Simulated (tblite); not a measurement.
C₄H₄F₄S.
Atom-mapped SMILES: `[F:1][CH2:2][C:3](=[S:4])[CH2:5][C:6]([F:7])([F:8])[F:9]` (hydrogens: H10, H11 on C2; H12, H13 on C5)

Computed with GFN2-xTB (tblite), gas phase: nudged elastic band of 9 images (0 to 8), spring 0.2 eV/Å², climbing image at the end, force threshold 0.05 eV/Å. The top image wasn't refined or checked by frequencies; at this threshold it can lie a kcal/mol or more above the true saddle point of the method.

Path: rotation about C5–C6 (chain CH2 carbon, CF3 carbon), followed by the dihedral C3–C5–C6–F8, from -63° to 57°. Start geometry (image 0):
```
atom  x, y, z in Å
F1     -1.407   -0.320    1.637
C2     -1.635    0.368    0.476
C3     -0.792   -0.138   -0.655
S4     -1.248    0.081   -2.191
C5      0.505   -0.804   -0.296
C6      1.582    0.233    0.013
F7      1.230    1.069    0.997
F8      1.872    0.994   -1.048
F9      2.723   -0.354    0.393
H10    -1.393    1.422    0.678
H11    -2.700    0.282    0.241
H12     0.868   -1.406   -1.132
H13     0.390   -1.425    0.596
```

The first guess turns that dihedral rigidly in even steps and adds one set of random displacements (0.04 Å standard deviation a coordinate) to every inner image. Energies of the images above image 0 (eV) in the early part of the optimisation:

| iteration | 1 | 2 | 3 | 4 | 5 | 6 | 7 | 8 |
| --- | --- | --- | --- | --- | --- | --- | --- | --- |
| 0 | 0.563 | 0.585 | 0.610 | 0.622 | 0.615 | 0.593 | 0.564 | 0.000 |
| 10 | 0.036 | 0.064 | 0.089 | 0.097 | 0.087 | 0.063 | 0.037 | 0.000 |

Problem. Where does the band end, and how far was the first guess from it?

Solution. Final energies, images 1 to 8: 0.015, 0.043, 0.067, 0.075, 0.065, 0.041, 0.014, 0.000 eV. The highest point drops from 0.62 eV (image 4) to 0.075 eV (image 4), by 0.55 eV. Image 4 moved by 0.05 Å rms, its dihedral from -11° to -3°. The end images are fixed. The true force on the top image ends at 0.040 eV/Å, and the largest on any image at 0.05 eV/Å; away from the top, the method drives only the force across the path to zero. The last saved iteration is 30.

The cost below is that of the whole band run. On one thread, Arm Neoverse V2 (aarch64), shared host, this took 1.6 s and 0.18 GiB of memory at its peak.
